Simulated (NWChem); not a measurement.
# Si2H4OF2; SMILES O[SiH2][SiH](F)F

```xyz
9

O      0.6403     2.3714     0.2721
Si    -0.5391     1.3075    -0.2433
Si     0.0544    -0.8762     0.3832
F     -0.9591    -1.9419    -0.2997
F      1.5316    -1.1652    -0.2293
H      1.5149     2.2678    -0.1152
H     -0.7323     1.3314    -1.7283
H     -1.8029     1.7171     0.4277
H      0.1159    -1.1845     1.8373
```
Atoms are numbered in this order, from 1.

STO-3G and 3-21G are far too small for this property and stand as cheap habits. Geometry: optimised at PBE0/def2-SVP.

Q: Give the principal values of the shielding tensors (ppm) of O1, Si2, Si3, F4, F5 from Hartree-Fock/STO-3G, GIAO (NWChem), with their diamagnetic and paramagnetic parts as GIAO splits them.

A: 
```csv
atom,σ11,σ22,σ33,isotropic,diamagnetic,paramagnetic
O1,334.8,463.5,577.3,458.5,379.3,79.3
Si2,562.1,582.1,674.3,606.2,868.1,-262.0
Si3,524.9,571.9,605.0,567.2,867.0,-299.8
F4,422.3,616.7,695.3,578.1,457.4,120.7
F5,423.1,619.2,696.4,579.6,457.6,121.9
```
